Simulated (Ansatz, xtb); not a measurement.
# Two isomers of C4H7BBrN

Structure X: `C#CCN(C)BBr`, a singlet. Structure Y: `C#CCB(Br)NC`, a singlet. Both are isolated molecules in the gas phase, relaxed with B3LYP-D3(BJ)/def2-SVP; the shapes shown needn't be the lowest conformers.

X (Å):

```xyz
14

C     3.3122    0.1283    1.3147
C     2.2668    0.6217    0.9552
C     0.9984    1.2127    0.5148
C    -0.0588   -0.8410   -0.2943
B    -1.1951    0.4317    1.5092
Br   -1.3188    1.9177    2.7570
N    -0.1339    0.2930    0.6190
H     4.2394   -0.3033    1.6417
H     1.1007    1.5440   -0.5354
H     0.7835    2.1075    1.1162
H    -0.9296   -1.4924   -0.1526
H     0.8580   -1.4264   -0.1137
H    -0.0408   -0.4960   -1.3433
H    -2.0865   -0.3710    1.5299
```

Y (Å):

```xyz
14

C    -2.3662   -1.6047   -1.4534
C    -1.4981   -0.8522   -1.8404
C    -0.4372    0.0546   -2.2689
C    -1.4163    1.6537    0.3138
B     0.4550    0.5824   -1.0569
Br    2.3885    0.2691   -1.1100
N    -0.0407    1.2789    0.0363
H    -3.1327   -2.2775   -1.1197
H     0.1999   -0.4443   -3.0157
H    -0.8819    0.9301   -2.7800
H     0.6217    1.5684    0.7498
H    -2.0796    1.2842   -0.4774
H    -1.7651    1.2165    1.2647
H    -1.5270    2.7496    0.3810
```

Question: Estimate which is lower in electronic energy at CCSD(T)/def2-SVP + ΔMP2/def2-TZVPP, and by roughly how much.

Answer: The CCSD(T)/def2-SVP + ΔMP2/def2-TZVPP calculation puts structure Y lower, by 61.5 kJ/mol.

The same difference at several levels:

```
                             level               geometry  E(Y) − E(X) (kJ/mol)  departure from the last row (kJ/mol)  job, with rough time for the two
                          GFN2-xTB               GFN2-xTB                   +31.2                                 +92.7              optimisation, 0.63 s
                         HF/STO-3G               GFN2-xTB                   −42.1                                 +19.4              single point, 0.52 s
                r2SCAN-D4/def2-SVP               GFN2-xTB                   −70.7                                  −9.2                 single point, 5 s
             B3LYP-D3(BJ)/def2-SVP  B3LYP-D3(BJ)/def2-SVP                   −63.8                                  −2.3                optimisation, 74 s
                       HF/def2-SVP  B3LYP-D3(BJ)/def2-SVP                   −66.8                                  −5.4           part of the CCSD(T) run
                      MP2/def2-SVP  B3LYP-D3(BJ)/def2-SVP                   −62.3                                  −0.9           part of the CCSD(T) run
                  CCSD(T)/def2-SVP  B3LYP-D3(BJ)/def2-SVP                   −58.5                                  +3.0                      single point
CCSD(T)/def2-SVP + ΔMP2/def2-TZVPP  B3LYP-D3(BJ)/def2-SVP                   −61.5                                                   single point, 1.8 min
```

As drawn, Y has 1 C–B, 1 N–H in place of 1 C–N, 1 B–H.

GFN2-xTB puts the two in the other order. The largest departure from CCSD(T)/def2-SVP + ΔMP2/def2-TZVPP is that of GFN2-xTB, 92.7 kJ/mol. The last row adds to CCSD(T) the change of the MP2 difference between the two basis sets, here −3.0 kJ/mol.

With thermal terms from frequencies at re-optimised GFN2-xTB minima (ideal gas, soft modes damped towards free rotors, one conformer each, 298.15 K, 1 atm): on the last row, ΔE + ΔZPE = −59.8, ΔH = −58.5, ΔG = −61.7 kJ/mol.

The correlated steps freeze 15 core orbitals; the filled d shell of Br is correlated, in a basis made for valence electrons. Programs: Ansatz 0.2.0, xtb 6.7.1; the last row on 4 threads of Arm Neoverse V1 on a shared host.
